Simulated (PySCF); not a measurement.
# Electronic absorption of C8H24GeN4

Compound: C8H24GeN4.
InChI=1S/C8H24GeN4/c1-10(2)9(11(3)4,12(5)6)13(7)8/h1-8H3

Level of theory: TDDFT B3LYP/def2-SVPD, vertical, gas phase, core orbitals frozen in the response (PySCF 2.14.0, density-fitted response routines). Geometry: PBE0-D3(BJ)/def2-SVP, one conformer, isolated molecule. The B3LYP/def2-SVPD calculation is non-relativistic and has no spin–orbit coupling, an omission that weighs most on germanium. Torsions of this conformer, `[CH3:1][N:2]([CH3:3])[Ge:4]([N:5]([CH3:6])[CH3:7])([N:8]([CH3:9])[CH3:10])[N:11]([CH3:12])[CH3:13]`: C1–N2–Ge4–N5 -71°, N2–Ge4–N5–C6 -73°, N2–Ge4–N8–C9 -46°, N2–Ge4–N11–C12 -169°.

```tsv
state	E (eV)	E (hartree)	f	main configurations (H = HOMO, L = LUMO)
S1	5.01	0.1843	0.0060	H-1/H→L (≥90%)
S2	5.02	0.1843	0.0060	H-1/H→L (≥90%)
S3	5.53	0.2034	0.0000	H-2→L (41%), H-1/H→L+1 (≥37%)
S4	5.54	0.2035	0.0000	H-1/H→L+1 (≥54%), H-2→L (28%)
S5	5.54	0.2035	0.0000	H-1/H→L+1 (≥90%)
S6	5.71	0.2097	0.0022	H-1/H→L+2 (≥39%), H-1/H→L+3 (≥39%)
S7	5.78	0.2123	0.0000	H-1/H→L+2 (≥91%)
S8	5.78	0.2124	0.0000	H-1/H→L+3 (≥92%)
S9	5.86	0.2153	0.0001	H-2→L (29%), H-1/H→L+3 (≥24%), H-1/H→L+2 (≥24%)
S10	6.05	0.2223	0.128	H-2→L+1 (77%)
```

Triplets (Tamm–Dancoff): T1 4.95 eV, H-1/H→L (≥84%); T2 4.96 eV, H-1/H→L (≥84%); T3 5.44 eV, H-2→L (66%), H-1/H→L+2 (≥10%), H-1/H→L+3 (≥10%).

The lowest singlet level (S1/S2) lies at 5.01 eV (247 nm, ultraviolet) and is weak. The strongest level in the table is S10 at 6.05 eV (205 nm, f = 0.128). It is the last of those listed, so stronger ones may follow. S1/S2, S3/S4/S5 and S7/S8 lie within about 0.01 eV of each other in each set. Löwdin shares by element: HOMO (one of a set within 0.03 eV) nitrogen 63% (atoms not listed hold the other 37%); LUMO carbon 20% or more (atoms not listed hold the other 80%). The listed states span 1.03 eV, and the widest gap between neighbours is 0.52 eV (S2 to S3). Of the 10 states listed, 1 reaches f = 0.01 and 6 stay under 0.0005. The oscillator strengths of these states sum to 0.142; summed over the whole spectrum of an exact calculation they would give the number of electrons, 132 (Thomas–Reiche–Kuhn). Orbitals of the list HOMO-3 to LUMO+2 that lie within 0.01 eV of each other are written together with a slash and their weights summed (≥ marks a lower bound); for degenerate orbitals outside that list single weights are arbitrary. Only the lowest 10 singlets were computed, as vertical energies without vibronic structure.

Without π bonds the low states may be Rydberg-like; a valence basis with one diffuse set may place them up to an eV too high.
